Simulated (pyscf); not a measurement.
**H₃Si–CH₂–CH₂–Cl (SMILES [SiH3]CCCl), singlet**

Gas-phase minimum from PySCF at ωB97X-D3(BJ)/def2-SVP, one conformer. H₃Si–CH₂–CH₂–Cl lies 37.9 kcal/mol over its isomer H₃C–CH₂–SiH₂–Cl (electronic energy, ωB97M-D3(BJ)). 

SMILES: [SiH3]CCCl
```xyz
11

Si    -1.1423    -0.4144    -2.1564
C     -0.5020     1.2163    -1.4440
C      0.9872     1.1954    -1.1458
Cl     1.5545     2.7594    -0.4755
H     -2.6047    -0.3070    -2.4273
H     -0.4309    -0.7348    -3.4298
H     -0.9041    -1.5280    -1.1902
H     -0.7275     2.0266    -2.1574
H     -1.0630     1.4442    -0.5222
H      1.5810     1.0090    -2.0522
H      1.2428     0.4252    -0.4040
```
Charge 0, spin multiplicity 1.

Bond lengths (Å): Si1–C2 1.891, Si1–H5 1.491, Si1–H6 1.493, Si1–H7 1.493, C2–C3 1.519, C2–H8 1.103, C2–H9 1.103, C3–Cl4 1.794, C3–H10 1.099, C3–H11 1.100. Angles (°): C2–Si1–H5 109.8, C2–Si1–H6 110.2, C2–Si1–H7 110.2, H5–Si1–H6 109.1, H5–Si1–H7 109.1, H6–Si1–H7 108.4, Si1–C2–C3 113.2, Si1–C2–H8 108.7, Si1–C2–H9 108.7, C3–C2–H8 109.7, C3–C2–H9 109.7, H8–C2–H9 106.5, C2–C3–Cl4 111.8, C2–C3–H10 111.7 (the first ones only).

Properties at ωB97X-D3(BJ)/def2-SVP:

```yaml
harmonic_wavenumbers_unscaled: 94, 140, 171, 291, 531, 603, 735, 762, 803, 935, 945, 961, 968, 1083, 1140, 1203, 1299, 1339, 1452, 1482, 2250, 2251, 2263, 3087, 3113, 3145, 3183 cm⁻¹
zero_point_energy: 51.8 kcal/mol
rotational_symmetry_number: 1
Entropy of this conformer at 298 K and 1 atm, rigid rotor and harmonic oscillator, modes under 100 cm⁻¹ raised to 100: 328.6 J/(mol K)
dipole_moment: 1.45 D
```

Single-point totals, which compare only within one level (frozen core for MP2 and CC):

```json
[
 {"level": "ωB97X-D3(BJ)/def2-TZVP", "total energy (hartree)": "-830.25196"},
 {"level": "PBE/def2-TZVP", "total energy (hartree)": "-829.70677"},
 {"level": "r²SCAN/def2-TZVP", "total energy (hartree)": "-830.05514"},
 {"level": "B3LYP-D3(BJ)/def2-TZVP", "total energy (hartree)": "-830.22525"},
 {"level": "PBE0-D3(BJ)/def2-TZVP", "total energy (hartree)": "-829.79865"},
 {"level": "M06-2X/def2-TZVP", "total energy (hartree)": "-830.08251"},
 {"level": "ωB97M-D3(BJ)/def2-TZVP", "total energy (hartree)": "-830.27785"},
 {"level": "HF/def2-TZVPP", "total energy (hartree)": "-828.29589"},
 {"level": "MP2/def2-TZVPP", "total energy (hartree)": "-828.96656"},
 {"level": "CCSD/def2-TZVPP", "total energy (hartree)": "-829.02560"},
 {"level": "CCSD(T)/def2-TZVPP", "total energy (hartree)": "-829.05440"}
]
```

Soft torsions are taken as harmonic, which can shift the entropy by several J/(mol K). The CCSD(T) − MP2 part came from Ansatz, without density fitting, on the same reference.
